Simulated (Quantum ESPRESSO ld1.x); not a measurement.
Results of a calculation; reference values are marked as such.
Mn2+, 23 electrons, occupied as [Ar] 3d5.

Code: ld1.x of Quantum ESPRESSO 7.5. Model: scalar-relativistic Kohn-Sham, PBE, spin-unpolarised, spherical densities, point nucleus.

Energy parts (Ry):
total: -2314.828
kinetic: 2340.436
electron-nucleus: -5496.063
Hartree: 943.906
exchange-correlation: -103.107

Orbitals (lengths in bohr, moments of r in powers of bohr):
| orbital | occ. | eigenvalue (Ry) | <r^2> | <r> | <r^4> | <1/r> |
|---|---|---|---|---|---|---|
| 1s | 2 | -473.891 | 0.004988 | 0.06090 | 0.00006400 | 24.93 |
| 2s | 2 | -55.9732 | 0.09221 | 0.2794 | 0.01487 | 5.305 |
| 2p | 6 | -47.6148 | 0.07509 | 0.2471 | 0.01150 | 5.203 |
| 3s | 2 | -7.62193 | 0.8380 | 0.8521 | 1.139 | 1.658 |
| 3p | 6 | -5.32345 | 0.9633 | 0.9041 | 1.626 | 1.520 |
| 3d | 5 | -1.78733 | 1.708 | 1.149 | 7.177 | 1.161 |
| 4s | 0 | -1.42855 | 7.613 | 2.593 | 88.53 | 0.5036 |
| 4p | 0 | -1.02108 | 10.78 | 3.081 | 180.0 | 0.4193 |

The highest occupied level is 3d at -24.318 eV. The density falls to 0.001 e/bohr^3 at r = 3.10 bohr. Summed over all electrons, <r^2> = 16.64 bohr^2, which gives a Langevin (diamagnetic) susceptibility term of -13.2 x 10^-6 cm^3/mol.
